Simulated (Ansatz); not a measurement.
Basis-set extrapolation for CH10AlBSi2, SMILES `C[SiH2][B]([AlH2])[SiH3]` (PBE0-D4/def2-TZVP geometry, frozen core, Ansatz). Multiplicity 1, RHF reference.

```csv
,def2-TZVPP,def2-QZVPP
HF,-888.154317,-888.182198
MP2 correlation,-0.608115,-0.649465
CCSD(T) correlation,-0.719359,not run
```

Energies in hartree. Use E(X) = E(∞) + A·exp(−7.88·√X) for Hartree–Fock and E(X) = E(∞) + B·X^(−2.97) for correlation, with X = 3 and 4, and add CCSD(T) minus MP2 of the smaller set to the MP2 limit.

What is the CCSD(T) energy at the basis-set limit?

HF limit: -888.182198 + (-0.027881) × 0.13774 = -888.18604. MP2 limit: -0.649465 + (-0.041350) × 0.74074 = -0.68009. Higher-order term: -0.719359 − (-0.608115) = -0.11124. Total: -888.97737 hartree, 272.2 kJ/mol below CCSD(T)/def2-TZVPP.
